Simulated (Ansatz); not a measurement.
C$_{5}$H$_{8}$F$_{2}$, SMILES `F[C@H]1CCC[C@@H]1F` at its PBE0-D4/def2-TZVP geometry, where that method's forces vanish. Charge 0, multiplicity 1.

```xyz
15

F     0.8032    0.6915   -1.8216
C     0.2679   -0.4098   -1.1622
C     1.0704   -0.7063    0.0868
C     0.5353    0.2624    1.1604
C    -0.7633    0.8568    0.5792
C    -1.0936    0.0051   -0.6281
F    -1.7483   -1.1548   -0.2276
H     0.2143   -1.2340   -1.8768
H     2.1386   -0.6007   -0.1072
H     0.8875   -1.7439    0.3741
H     0.3476   -0.2648    2.0963
H     1.2558    1.0510    1.3795
H    -0.6037    1.8832    0.2419
H    -1.5961    0.8664    1.2836
H    -1.7155    0.4981   -1.3783
```

Question: What forces (eV/Å) does r2SCAN-D4/def2-TZVPP give on these atoms in Ansatz? (Best estimate.)

Answer: The calculation gave: 
```
F1   0.141  0.327 -0.150
C2  -0.099 -0.348  0.032
C3   0.126 -0.135 -0.004
C4   0.085  0.042  0.185
C5  -0.108  0.143  0.041
C6   0.032  0.316 -0.178
F7  -0.150 -0.331  0.132
H8  -0.002 -0.011 -0.016
H9  -0.007 -0.006 -0.005
H10 -0.001  0.001 -0.006
H11  0.003  0.004 -0.005
H12 -0.005 -0.005  0.001
H13 -0.003 -0.003 -0.004
H14  0.000  0.002 -0.010
H15 -0.012  0.004 -0.015
```
